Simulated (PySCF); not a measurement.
Isomers of C5H4ClF3O, mass 171.990 u with the commonest isotopes. Computed with PBE0/def2-SVPD in PySCF (dipole) on a GFN2-xTB geometry, gas phase. One conformer each, none proved a minimum here; rigid rotors.

**Question.** Order these by dipole moment, smallest first.
A. `[CH3:1]/[CH:2]=[C:3](\[C:4](=[O:5])[Cl:6])[C:7]([F:8])([F:9])[F:10]` with C2–C3–C4–O5 -21°
B. `[O:1]=[C:2]1[CH2:3][C@@H:4]([Cl:5])[C@H:6]1[C:7]([F:8])([F:9])[F:10]` with O1–C2–C3–C4 -167°, C2–C3–C4–Cl5 -130°, C3–C4–C6–C7 -104°, O1–C2–C6–C4 168°
C. `[CH2:1]=[CH:2][O:3]/[C:4](=[CH:5]\[Cl:6])[C:7]([F:8])([F:9])[F:10]` with C1–C2–O3–C4 -19°, C2–O3–C4–C5 128°

**Answer.** C (0.95 D), B (3.18 D), A (3.53 D).

**Question.** Order these by rotational constant C, largest first.
A. `[O:1]=[C:2]1[CH2:3][C@@H:4]([Cl:5])[C@H:6]1[C:7]([F:8])([F:9])[F:10]` with O1–C2–C3–C4 -167°, C2–C3–C4–Cl5 -130°, C3–C4–C6–C7 -104°, O1–C2–C6–C4 168°
B. `[CH2:1]=[CH:2][O:3]/[C:4](=[CH:5]\[Cl:6])[C:7]([F:8])([F:9])[F:10]` with C1–C2–O3–C4 -19°, C2–O3–C4–C5 128°
C. `[CH3:1]/[CH:2]=[C:3](\[C:4](=[O:5])[Cl:6])[C:7]([F:8])([F:9])[F:10]` with C2–C3–C4–O5 -21°

**Answer.** A (761.5 MHz), C (699.4 MHz), B (659.4 MHz).

**Question.** Order these by rotational constant B, smallest first.
A. `[CH3:1]/[CH:2]=[C:3](\[C:4](=[O:5])[Cl:6])[C:7]([F:8])([F:9])[F:10]` with C2–C3–C4–O5 -21°
B. `[CH2:1]=[CH:2][O:3]/[C:4](=[CH:5]\[Cl:6])[C:7]([F:8])([F:9])[F:10]` with C1–C2–O3–C4 -19°, C2–O3–C4–C5 128°
C. `[O:1]=[C:2]1[CH2:3][C@@H:4]([Cl:5])[C@H:6]1[C:7]([F:8])([F:9])[F:10]` with O1–C2–C3–C4 -167°, C2–C3–C4–Cl5 -130°, C3–C4–C6–C7 -104°, O1–C2–C6–C4 168°

**Answer.** B (887.2 MHz), A (1172 MHz), C (1207 MHz).

```csv
SMILES,point group,Ia (u·Å²),Ib (u·Å²),Ic (u·Å²),κ,μa (D),μb (D),μc (D)
C=CO/C(=C\Cl)C(F)(F)F,C1,339.18,569.63,766.47,-0.45,0.28,0.76,0.49
O=C1C[C@@H](Cl)[C@H]1C(F)(F)F,C1,359.58,418.73,663.66,0.38,1.78,2.07,1.63
C/C=C(\C(=O)Cl)C(F)(F)F,C1,398.11,431.25,722.60,0.66,0.69,3.40,0.64
```
